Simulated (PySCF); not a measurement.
## Ionisation energy of Ce by level of theory

Ce [Xe] 4f1 5d1 6s2 [4f5/2^1 5d3/2^1, M_J = 4] → Ce⁺ [Xe] 4f1 5d2 [4f5/2^1 5d3/2^2, M_J = 9/2], as a difference of total energies. Calculation: PySCF 2.14, in x2c-SVPall-2c (7s10p9d3f1g, 112 functions); the two-component X2C-1e Hamiltonian. Correlated levels: [Ar] 3d10 frozen; the 16 highest virtual spinors dropped. "Screened" scales the spin-orbit matrix elements by Boettger's factors to mimic the two-electron term; Breit and QED terms are absent.

```csv
method,ionisation energy (eV),error (eV)
GHF (screened spin-orbit),4.828,-0.711
GMP2 (screened spin-orbit),5.526,-0.013
```

Reference: 5.539 eV (measured; NIST Atomic Spectra Database, ionization energies).

Errors of the correlated levels include the incompleteness of this basis and the frozen core.

The labels give the starting determinants; with spin-orbit coupling the two ends relaxed to ⟨J²⟩ = 20.07, ⟨L²⟩ = 30.06, ⟨S²⟩ = 2.55 and ⟨J²⟩ = 25.42, ⟨L²⟩ = 38.84, ⟨S²⟩ = 3.14.

The determinant of Ce⁺ mixes levels of different J (the jj label is only the starting occupation), so the difference between spin-free and spin-orbit rows is not the physical spin-orbit shift.
